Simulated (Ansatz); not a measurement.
A search over several starts for the lowest SCF solution of V₂B₂ at the given spin, in a small basis.

```yaml
crystal:
  periodic: [false, false, false]
  atoms:
    - {symbol: V, position_ang: [-0.909173, 0.060500, -0.869765]}
    - {symbol: V, position_ang: [-0.635477, -0.870923, 0.651323]}
    - {symbol: B, position_ang: [0.423836, 0.960763, 0.512371]}
    - {symbol: B, position_ang: [1.120814, -0.150340, -0.293929]}
basis:
  gaussian: {orbitals: def2-SVP}
magnetization: {spin_polarized: true, initial_magnetization: 0}
hamiltonian: {xc: pbe0, dispersion: d4}
output: {orbitals: {seedname: orbitals}}
```

```sh
$ ansatz run in.yaml --threads 4 --pin off --events-out ev --progress --plain --max-ram 3916MiB
```

Shortened log:

```
Functional definition: PBE0
989 factors; integrals over basis functions are off by at most 7.8e-4 eV
mean field evaluation 1: about -52685.9202 eV, gradient 5.0e1 eV
mean field evaluation 2: about -52535.1632 eV, gradient 1.4e2 eV
mean field evaluation 4: about -52698.7929 eV, gradient 5.2e0 eV
mean field evaluation 8: about -52699.0486 eV, gradient 6.2e-1 eV
mean field evaluation 16: about -52699.1668 eV, gradient 2.4e-3 eV
mean field evaluation 32: about -52699.1902 eV, gradient 2.3e-1 eV
mean field evaluation 64: about -52577.1307 eV, gradient 2.3e2 eV
mean field evaluation 96: about -52569.9179 eV, gradient 2.2e2 eV
mean field evaluation 128: about -52576.4923 eV, gradient 2.3e2 eV
mean field evaluation 160: about -52583.8767 eV, gradient 2.4e2 eV
mean field evaluation 192: about -52699.3635 eV, gradient 1.2e-2 eV
mean field evaluation 224: about -52227.0001 eV, gradient 2.3e2 eV
mean field evaluation 256: about -52699.3636 eV, gradient 4.0e-3 eV
mean field evaluation 288: about -52642.3253 eV, gradient 1.4e2 eV
mean field evaluation 320: about -52699.1655 eV, gradient 4.9e-1 eV
mean field evaluation 352: about -52409.3532 eV, gradient 2.0e2 eV
mean field evaluation 384: about -52456.0490 eV, gradient 1.6e2 eV
mean field evaluation 416: about -52699.3090 eV, gradient 1.9e-1 eV
mean field evaluation 448: about -52699.2326 eV, gradient 1.3e0 eV
mean field evaluation 480: about -52699.2741 eV, gradient 1.3e0 eV
mean field -52699.36356803 eV, -1936.6658902133 hartree, gradient 1.7e-5 eV, S^2 1.292498; 20 other end points of the search recorded, 0 dependent functions left out
reference -52699.36360189 eV, -1936.6658914580 hartree; 28, 28 occupied and 62, 62 virtual orbitals, 989 factors
Total energy: -52699.46569413 eV, -1936.6696432786 hartree
```

It took 17 s on 4 threads of AMD EPYC 9R45 on a shared host.

Other converged states that the search met: 0.20 eV higher (⟨S²⟩ = 0.00).

The unrestricted singlet has broken spin symmetry (⟨S²⟩ up to 1.29). At PBE0-D4/def2-TZVP a triplet of charge 0 lies 0.58 eV below the unrestricted singlet, which stands at the restricted singlet's geometry. That triplet is doubtful there (⟨S²⟩ 3.74, where a pure state has 2.00). The structure comes from a short search, and lower isomers may exist.
